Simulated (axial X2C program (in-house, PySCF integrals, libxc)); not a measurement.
SnSe: properties at the nuclei

Calculated with an axial X2C code built on PySCF integrals: two-component X2C with atomic mean-field Coulomb and Gaunt terms, Gaussian nuclei, basis Sn dyall-cv3z, Se dyall-cv3z with contracted cores.

R = 2.329 Å (near the PBE0 minimum at charge 0 of the determinant lowest at the starting distance; the state shown can have its own minimum elsewhere).

Input and command:
```json
{"zs": [50, 34], "q": 0, "bas": ["dyall-cv3z", "dyall-cv3z"], "r0": 2.37, "levels": ["PBE0", "HF", "PBE", "BP86", "BHandHLYP"], "nst": 3}
```
```bash
python soeom.py task.json out
```

Keys: zs atomic numbers; q charge; bas basis sets; r0 starting distance in Å; levels methods; nst determinants followed.

Determinant lowest in the PBE0 search, Ω = 0 (closed shell), highest spinor 72% Se p, 22% Sn p, 4% Sn d:

```json
{"level": "PBE0", "qzz Sn (a.u.)": "-6.53", "qzz Se (a.u.)": "-0.16", "μ (D)": "-3.00"}
{"level": "HF", "qzz Sn (a.u.)": "-8.10", "qzz Se (a.u.)": "0.21", "μ (D)": "-3.81"}
{"level": "PBE", "qzz Sn (a.u.)": "-5.92", "qzz Se (a.u.)": "-0.33", "μ (D)": "-2.66"}
{"level": "BP86", "qzz Sn (a.u.)": "-5.87", "qzz Se (a.u.)": "-0.37", "μ (D)": "-2.65"}
{"level": "BHandHLYP", "qzz Sn (a.u.)": "-7.01", "qzz Se (a.u.)": "-0.07", "μ (D)": "-3.32"}
```

Determinant 2.37 eV from it at PBE0 and this distance, Ω = 1 (⟨Sz⟩ = 1.00, ⟨Lz⟩ = 0.00 at PBE0), spin on the atoms Sn 0.50, Se 0.50:

```csv
level,Eeff magnitude (GV/cm),Ws magnitude Sn (kHz),Ws magnitude Se (kHz),A∥/gI Sn (MHz),qzz Sn (a.u.),A∥/gI Se (MHz),qzz Se (a.u.),μ (D)
PBE0,0.604,0.205,0.106,-1110,-3.11,393,-2.09,-0.30
HF,0.228,0.172,0.224,-1050,-3.74,466,-1.98,-0.45
PBE,0.611,0.249,0.0774,-1090,-2.89,366,-2.22,-0.16
BP86,0.649,0.27,0.08,-1100,-2.87,385,-2.24,-0.17
BHandHLYP,0.987,0.377,0.14,-1040,-3.23,441,-2.07,-0.45
```

Eeff is the effective electric field on the electron electric dipole moment in this Ω state and Ws the scalar–pseudoscalar constant of the nucleus named (defined with the proton number Z and per Ω); A∥ (defined per Ω) follows by multiplying with gI = μI/(I μN); qzz is the electric field gradient, eQq0 = 234.96 MHz × Q/barn × qzz; μ is positive if the Se end (last atom) is positive. The operators were transformed with the bare-nucleus X2C matrices; with these basis sets, hyperfine constants and field gradients can be off by tens of per cent, and where levels differ in sign neither size nor sign is settled.

Each state is one determinant with collinear spin, which with several unpaired electrons need not be a pure state. Unrestricted Hartree–Fock can overshoot spin polarisation at the nuclei. A closed determinant beside an open π² or δ² triplet, such as (π1/2)², mixes with its partner pair into the 0⁺ component of the triplet and ¹Σ⁺, so its energy is not that of a level, and 0⁺ can lie lowest. With several open shells hyperfine constants can be off by a factor of several. Where Eeff spreads by more than a factor of two the levels disagree and none is to be relied on. Open-shell Ω = 0 determinants with evenly filled partner blocks cannot be reached by this program, so the Ω shown need not be the lowest component. The search compared states at one distance, so a state with another bond length can lie lower. The sign of Ws at Sn differs between levels in the second state. Further determinants of the search, some of them spin-mixed, are not shown. Where a field gradient or hyperfine factor spreads by more than a factor of two over the levels, a constant derived from it is not to be relied on. PBE0 term energies can be off by some tenths of an eV.
